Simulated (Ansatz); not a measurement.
`[NH2][SbH][SiH3]` and `[SiH3][SbH2]` differ in one atom or group.

Ansatz, PBE0-D4/def2-TZVP geometries, multiplicity 1. Each molecule was computed in one conformer, which needn't be the lowest.

Elements past krypton have def2 core potentials.

```tsv
property	`[NH2][SbH][SiH3]`
HOMO energy (PBE/def2-TZVPP) / eV	-5.78
HOMO–LUMO gap (PBE0/def2-TZVPP) / eV	5.99
size of the dipole moment (PBE/def2-TZVPP) / D	0.90
LUMO energy (B3LYP/def2-TZVPP) / eV	-1.13
size of the dipole moment (ωB97M-V/def2-TZVPP) / D	0.99
LUMO energy (PBE/def2-TZVPP) / eV	-1.69
```

**Question.** What does the change do to each property? (Estimate.)

**Answer.** Computed: 
```json
{"property": "HOMO energy (PBE/def2-TZVPP) / eV", "`[SiH3][SbH2]`": "-6.29", "shift": "-0.51"}
{"property": "HOMO–LUMO gap (PBE0/def2-TZVPP) / eV", "`[SiH3][SbH2]`": "6.78", "shift": "0.79"}
{"property": "size of the dipole moment (PBE/def2-TZVPP) / D", "`[SiH3][SbH2]`": "0.23", "shift": "-0.67"}
{"property": "LUMO energy (B3LYP/def2-TZVPP) / eV", "`[SiH3][SbH2]`": "-0.69", "shift": "0.44"}
{"property": "size of the dipole moment (ωB97M-V/def2-TZVPP) / D", "`[SiH3][SbH2]`": "0.20", "shift": "-0.79"}
{"property": "LUMO energy (PBE/def2-TZVPP) / eV", "`[SiH3][SbH2]`": "-1.20", "shift": "0.49"}
```

With PBE0 the HOMO falls by 0.35 eV and the LUMO rises by 0.44 eV, so the gap widens by about 0.79 eV. PBE moves the HOMO by -0.51 eV and ωB97M-V by -0.34 eV. The zero-point energy changes by -50.2 kJ/mol with -6 modes. Dipoles are sizes alone; their direction can turn.

B3LYP here is the variant with VWN-RPA as its local correlation; programs differ in this.

Spin–orbit coupling is left out; it splits and shifts lone-pair levels of the heavy atoms by tenths of an eV.
